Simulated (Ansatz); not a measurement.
Reaction (cleavage of the Si–Al bond): `[CH3][Al]([SiH3])[SH]` + `N[AsH2]` → `[SiH3]N[AsH2]` + `[CH3][AlH][SH]`

Isolated molecules relaxed with PBE0-D4/def2-TZVP in Ansatz; ΔE leaves out vibrations. CCSD(T)/CBS adds triple-zeta CCSD(T) − MP2 to the extrapolated MP2 energy (def2 sets, frozen cores). This one scheme is used for every species. Functionals use def2-TZVPP. For As outer-core shells are correlated without core-valence functions, which leaves a few kJ/mol of doubt a bond. Scalar relativity is left out up to krypton. One conformer a species, not always the lowest.

```csv
species,r2SCAN-D4 energy (Eh)
`[CH3][Al]([SiH3])[SH]`,-972.41745
`N[AsH2]`,-2293.00352
`[SiH3]N[AsH2]`,-2583.69941
`[CH3][AlH][SH]`,-681.73675
```

(1) Work out ΔE.

Largest T1 diagnostic among the species: 0.012.

Results:

(1) ΔE = (-2583.69941) + (-681.73675) − (-972.41745) − (-2293.00352) = -0.01519 Eh = -39.9 kJ/mol. CCSD(T)/CBS gives -47.1 kJ/mol.

From BLYP to BHLYP (50 % exact exchange), in def2-TZVPP and without D4, ΔE moves by −15.2 kJ/mol. Leaving LDA and LC-ωPBE aside and taking each functional with its dispersion term where it has one, the values, not all of them listed here, spread over 28.9 kJ/mol, from BHLYP-D4 to PBE-D4. LDA lies −8.2 kJ/mol from PBE without D4. In def2-TZVPP, CCSD(T) changes the Hartree–Fock value by +16.4 kJ/mol (the triples alone add +2.2 kJ/mol) and MP2 by +6.4 kJ/mol.
